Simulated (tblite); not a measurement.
C8H9P.
Structure used (GFN2-xTB), in Å, numbered top down from 1:
```
atom  x, y, z in Å
C1    -1.1680    2.3419   -0.6188
C2    -1.2041    1.1714    0.0001
C3    -0.0606    0.2548    0.0989
C4     1.1991    0.7987    0.3516
C5     2.3510    0.0462    0.4824
C6     2.3716   -1.3282    0.3777
P7     0.9899   -2.3188    0.0559
C8    -0.2690   -1.1151   -0.0558
C9    -1.6474   -1.6371   -0.3558
H10   -2.0287    2.9874   -0.6642
H11   -0.2823    2.6927   -1.1225
H12   -2.1226    0.8380    0.4650
H13    1.2674    1.8706    0.4704
H14    3.2803    0.5646    0.6825
H15    3.3148   -1.8469    0.4990
H16   -2.3052   -1.5035    0.5046
H17   -2.0882   -1.1101   -1.2015
H18   -1.6069   -2.7003   -0.5879
```

Calculated harmonic vibrations of the isolated species, GFN2-xTB (tblite), most abundant isotopes, no scaling. The method is semi-empirical: single wavenumbers can be off by several per cent or more. One conformer, not necessarily the lowest.

Harmonic wavenumbers (cm⁻¹): 84.0, 115.3, 166.9, 192.8, 247.0, 314.7, 320.1, 388.0, 406.9, 432.8, 490.5, 574.0, 679.1, 696.4, 742.3, 761.5, 851.1, 870.4, 895.2, 921.6, 925.0, 1011.3, 1014.3, 1022.3, 1079.0, 1139.0, 1169.6, 1213.7, 1248.0, 1286.8, 1343.2, 1389.4, 1400.4, 1415.7, 1480.2, 1484.5, 1516.2, 1539.8, 1682.5, 2981.5, 3005.9, 3019.6, 3036.7, 3048.8, 3054.7, 3080.0, 3101.2, 3125.1.

A = 2261, B = 1237, C = 817.1 MHz; mass 136.044 u (most abundant isotopes); point group C1, symmetry number 1.

What is the zero-point energy?

½Σν̃ = 30982 cm⁻¹ = 370.63 kJ/mol.

Entropy at 298.15 K, 1 bar (ideal gas, RRHO, classical rotation)?

Translation 170.13, rotation 122.73, vibration 94.32: S = 387.2 J/(mol K).

And Cp and H(298.15 K) − H(0)?

Cp = 151.56 J/(mol K), of which vibrations give 118.30 (their classical limit is 48 R = 399.1); H(298.15 K) − H(0) = 26.25 kJ/mol without the zero-point energy, 16.34 from vibrations.

How do the functions run with temperature in this model?

| T (K) | S (J/(mol K)) | Cp (J/(mol K)) | H − H(0) (kJ/mol) | G − H(0) (kJ/mol) | ln q(vib) |
| --- | --- | --- | --- | --- | --- |
| 150 | 307.5 | 88.2 | 8.53 | -37.59 | 1.67 |
| 250 | 362.4 | 130.7 | 19.46 | -71.14 | 3.70 |
| 400 | 437.7 | 193.3 | 43.86 | -131.21 | 7.05 |
| 600 | 528.8 | 256.3 | 89.24 | -228.05 | 11.69 |
| 900 | 644.8 | 314.8 | 175.68 | -404.67 | 18.44 |

q(vib) and H(0) count from the zero-point level.

Which modes carry the vibrational entropy at 298.15 K?

84.0 cm⁻¹: 15.88; 115.3 cm⁻¹: 13.30; 166.9 cm⁻¹: 10.33; 192.8 cm⁻¹: 9.21; 247.0 cm⁻¹: 7.33; 314.7 cm⁻¹: 5.60 J/(mol K); the other 42 give 32.68 together.

Hindered rotation and anharmonicity are outside this model. Other conformers, if any are populated, would add a mixing term that is left out. The structure is chiral; the term R ln 2 for an equal mix with its mirror image is left out.
